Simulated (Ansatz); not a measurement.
## Energy profile

The step: SiAsH₅O ([O][SiH2][AsH3]) + H₂ → SiAsH₅O ([OH][SiH2][AsH2]) + H₂; bonds formed: H2–H6, O5–H8; bonds broken: H2–H8, H6–As7 (atoms numbered as in the saddle structure below).

```xyz
10
angstrom
Si -1.1974 0.5422 0.4958
H 2.0028 0.9652 0.1058
H -2.2393 0.8760 -0.5142
H -1.8308 -0.1947 1.6241
O -0.0626 1.5838 0.8009
H 1.4998 -0.0796 -0.3182
As 0.2280 -1.1007 -0.5928
H 1.1941 1.2909 0.4201
H 0.3919 -2.4584 0.0181
H 0.0134 -1.4246 -2.0394
```

Electronic energies by CCSD(T) at an estimated basis limit (MP2 extrapolated from triple and quadruple zeta, plus CCSD(T) − MP2 in triple zeta), on PBE0-D4/def2-TZVP structures; SiAsH7O, singlet; no counterpoise correction. Ansatz 0.2.0; basis: def2-TZVPP and def2-QZVPP; cores frozen in the correlated methods. Filled d shells of the heavier atoms are correlated. The def2 sets are not built for correlating such inner shells, so the correlated values are less sure here. Extrapolation: Hartree–Fock as exp(−7.88 √X), correlation as X^−2.97.

Question: Give the profile in eV, counted from the separated reactants. (To be estimated.)

Answer: By the calculation:
```tsv
point	eV
separated: SiAsH5O (linked as [O][SiH2][AsH3]; Si1, H3, H4, O5, H6, As7, H9, H10; singlet) + H2 (H2, H8; singlet)	0.000
start structure	-0.071
saddle	1.056
end structure	-1.881
separated: SiAsH5O (linked as [OH][SiH2][AsH2]; Si1, H3, H4, O5, As7, H8, H9, H10; singlet) + H2 (H2, H6; singlet)	-1.839
```

The T1 diagnostic stays at or below 0.016.

For scale, one of the runs: CCSD(T)/def2-TZVPP, 219 basis functions, launched by `ansatz run in.yaml --threads 4 --pin off --events-out ev --progress --plain --max-ram 9574MiB`. Hardware: 4 CPU threads of an Arm Neoverse V1, shared host. Wall time 87 s; peak host memory 3.2 GiB.
